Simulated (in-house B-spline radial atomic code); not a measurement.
**Removing one electron from Pb LIII (Pb52+)**

Closed shell [Ar] 3d10 4s2. Computed with an all-electron radial atomic-structure program (B-spline basis): Koopmans values of Dirac-Hartree-Fock plus a diagonal self-energy, in second order or with its direct term screened (direct RPA, with the hole-particle interaction, or full time-dependent Hartree-Fock), linearised in energy; no-pair Dirac-Coulomb Hamiltonian, finite nucleus. Shifts add to the Koopmans value (the ΔSCF shift is orbital relaxation alone); the final value takes TDHF screening with Breit and QED.

Command:
```bash
python run_mb.py task.json out
```
Settings (nuclear radius in fm, box in bohr, cutoff in hartree):
```
basis_form          2
Z                   82
core_configuration  [Ar] 3d10 4s2
rms_radius          5.5012
mass_number         208
speed_of_light      137.036
box_radius          2.467
lmax                7
intervals           56
virtual_cutoff      26896.0
```

Time taken, with all properties: 24 s on 1 thread of Arm Neoverse N1, on a shared host.

Energies in eV:

```
subshell  Koopmans  ΔSCF shift  second order  direct RPA  hole-particle  TDHF  Breit + QED  final
   4s1/2   3215.95      -0.300             ?           ?              ?     ?            ?      ?
```

Task: What does the self-energy do to 4s1/2?

Result: It shifts the removal energy by 3.270 eV in second order, 2.552 with direct RPA, 2.857 with the hole-particle term and 3.012 with TDHF screening (quasi-particle weight 0.996); Breit and QED add -5.060 eV. The final value is 3213.90 eV, against 3211 ± 4 eV (NIST, tabulated theory).
